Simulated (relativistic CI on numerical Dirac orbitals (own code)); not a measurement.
# One change at a time: Sn III

Base calculation: Dirac-Coulomb-Breit CI, separate exchange-only KLI orbitals for each configuration, QED by a radiative potential, valence Slater integrals scaled by 0.85, P86 correlation energy added to each configuration.

Configuration list (outside the closed core [Kr] 4d10): 5s², 5s5p, 5p², 5s5d, 5d², 5s6s, 5s6p, 5p5d, 4f², 5s7s, 5s4f, 5s6d, 5s7p, 4f5p, 5s5f, 5s5g. Levels of other configurations are missing.

The lowest level and the first level of each name with at least 55 % of one term (blank where a level has no safe partner in the second run):

```
    Level  Base (cm⁻¹)  Shift (cm⁻¹)
  5s² ¹S0          0.0           0.0
5s5p ³P°0      48998.4         +91.0
5s5p ³P°1      50605.8         +44.9
5s5p ³P°2      54336.2         +18.6
5s5p ¹P°1      78732.9       -2799.9
  5p² ¹D2     122781.4        +411.0
  5p² ³P0     123715.8        -447.3
  5p² ³P1     126138.7        -341.9
  5p² ³P2     130010.2        -273.7
 5s6s ³S1     135205.6        -782.9
 5s5d ³D1     136631.6        -658.3
 5s5d ³D2     136803.7        -660.4
 5s5d ³D3     137061.9        -662.5
 5s6s ¹S0     140030.6       -1359.6
```

For a near-neutral ion this model can misplace configurations by up to about 10,000 cm⁻¹ (more where the count of f electrons changes) and terms by 10 to 25 % of their spread. Rates follow the energies as ν³ (E1, M1) or ν⁵ (E2), so they and the lifetimes can be off by large factors. The fine structure of a lone outer electron comes out too small, for d and f at times inverted, and misplaced configurations move strength between like terms. 28 of the 34 excited levels that our extract of the measured tables holds in this range could be paired (the sources list more); they are missed by 3958 cm⁻¹ on average and 5995 at most, and levels without a partner can miss by more.

(1) One thing was changed in a second run, which moved the levels as shown. Which?
A. Breit term removed
B. QED terms removed
C. valence Slater integrals scaled by 0.75
D. configuration mixing switched off
E. Slater integrals left unscaled

## Answers

(1) C. Valence Slater integrals scaled by 0.75. Scaling acts on the splittings between terms and on the mixing, and leaves the fine structure of pure LS terms nearly alone; in jj coupling it moves the levels of one term differently.

LS names give the leading component of a level, which can be under half, so a name can repeat, a term be missing and a line seem to break the LS rules.
